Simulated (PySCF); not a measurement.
A GIAO shielding run with PySCF (density fitting, non-relativistic, gas phase) on SMILES C#CC[C+](C)[C@@H]1C[C@@H]1F, [C8H10F]+:

```
{"job": {"kind": "nmr", "xc": "PBE0", "basis": "pcSseg-1"}, "charge": 1, "multiplicity": 1}
C      3.076425    -0.095941    -0.423055
C      1.914426     0.228215    -0.500170
C      0.529645     0.645817    -0.609714
C     -0.501551    -0.367549    -0.273163
C     -0.061190    -1.641529     0.295638
C     -1.880255    -0.134714    -0.453947
C     -2.466255     0.909076    -1.434904
C     -2.494841     1.305431    -0.053253
F     -1.650851     2.232241     0.374581
H      4.115056    -0.374982    -0.356465
H      0.327415     1.067961    -1.611797
H      0.330851     1.505397     0.068941
H      0.630938    -1.448837     1.136334
H     -0.877161    -2.309169     0.591533
H      0.591989    -2.134647    -0.451775
H     -2.543765    -0.959354    -0.184633
H     -1.749787     1.417920    -2.086133
H     -3.390607     0.571509    -1.911463
H     -3.376627     1.198518     0.587728
```

Hardware: 1 thread of an Arm Neoverse V1, shared host. The job also computes population analyses, field gradients.

Question: How large is the calculation?

Answer: 66 electrons, 203 basis functions and 1045 auxiliary functions.

Question: How long does it take?

Answer: 38 s of wall time, with 15 SCF cycles and 5 response iterations. Times on a shared host scatter by some tens of per cent.
